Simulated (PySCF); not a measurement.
C₂H₈S₃Si₂.
InChI=1S/C2H8S3Si2/c6-4-2-1-3-7-5-2/h2H,1,7H2,6H3/t2-/m0/s1

The closed-shell ground state was solved at several levels (PySCF, density fitting, gas phase, non-relativistic). One conformer (not necessarily the lowest) at the PBE0-D3(BJ)/def2-SVP geometry, without solvent, vibrations or thermal averaging.

```tsv
level	basis functions	HOMO (eV)	LUMO (eV)	gap (eV)	dipole (D)
PBE0/pcSseg-1	194	-7.22	-0.85	6.37	1.13
wB97X-D/pcSseg-1	194	-9.07	0.89	9.96	1.26
```

(1) Estimate the row for B3LYP/def2-SVPD, a basis of 233 functions; the other rows only guide the guess.

(2) Over all these levels, which gives the widest orbital gap and which the narrowest?

(3) How far do the dipole and the HOMO energy spread over the levels?

Results:

(1) HOMO -6.94 eV, LUMO -1.09 eV, gap 5.85 eV, dipole 0.83 D.

(2) wB97X-D/pcSseg-1 (range-separated hybrid) has the widest, 9.96 eV, and B3LYP/def2-SVPD (global hybrid, 20 % exact exchange) the narrowest, 5.85 eV. Functional and basis both differ between the two, so the spread mixes both effects.

(3) The dipole runs from 0.83 to 1.26 D (mean 1.07 D) and the HOMO from -9.07 to -6.94 eV.
